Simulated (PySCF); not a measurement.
Spinor energies of Ga (gallium, neutral)

Start: [Ar] 3d10 4s2 4p1; 4p3/2 filled at m_j = +3/2. Calculated with PySCF 2.14 in x2c-TZVPall-2c (6s7p4d1f, 54 functions): generalised Hartree-Fock with the X2C-1e Hamiltonian and a Gaussian nucleus; one run each with spin-orbit coupling (SO) screened by Boettger's factors, then bare. This is a chosen level, not necessarily the ground level.

```tsv
spinor shell	electrons	ε, screened SO (eV)	ε, bare SO (eV)	weight of nominal j (bare SO)	rms radius, bare SO (bohr)
1s1/2	2	-10441.2	-10441.2	1.000	0.0560
2s1/2	2	-1341.1	-1341.1	1.000	0.235
2p1/2	2	-1181.9	-1183.3	1.000	0.209
2p3/2	4	-1153.8	-1153.2	1.000	0.212
3s1/2	2	-178.99	-179.00	1.000	0.698
3p1/2	2	-125.66	-125.86	1.000	0.730
3p3/2	4	-121.79	-121.70	1.000	0.741
3d3/2	4	-31.959	-32.109	0.998	0.892
3d5/2	6	-31.450	-31.356	0.998	0.902
4s1/2	2	-11.792	-11.793	0.999	2.64
4p3/2	1	-5.632	-5.630	1.000	3.65
```

| quantity | screened SO | bare SO |
| --- | --- | --- |
| E (hartree) | -1942.19541 | -1942.20460 |
| M_J | 3/2 | 3/2 |
| ⟨J²⟩ | 3.763 | 3.763 |
| ⟨L²⟩ | 2.011 | 2.012 |
| ⟨S²⟩ | 0.755 | 0.756 |

Each row is a mean over spinors that exchange with the open shell spreads, by up to 1.637 eV (4s1/2).
